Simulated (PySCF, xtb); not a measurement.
C₃H₈N₂Si, SMILES C#CC[SiH](N)N. Other conformers were not sampled.

Harmonic wavenumbers (cm⁻¹) from GFN2-xTB (xtb) at its own minimum, in rising order: 38, 101, 172, 188, 212, 245, 267, 291, 376, 507, 574, 604, 626, 640, 683, 716, 766, 805, 816, 896, 935, 1017, 1122, 1210, 1439, 1517, 1522, 2196, 2290, 2952, 2966, 3396, 3478, 3486, 3514, 3526.

Question: What does B3LYP-D3(BJ)/def2-SVP (PySCF) give at its own minimum? (Estimate from the structure and the level; the computed values follow.)

Answer: 58, 106, 207, 234, 262, 289, 292, 355, 404, 446, 454, 653, 663, 674, 699, 756, 812, 832, 882, 906, 948, 975, 1146, 1167, 1410, 1530, 1539, 2189, 2212, 3024, 3074, 3473, 3559, 3582, 3654, 3682. Paired by order, the mean absolute difference is 50 cm⁻¹ and the zero-point energies are 65.9 and 67.4 kcal/mol.
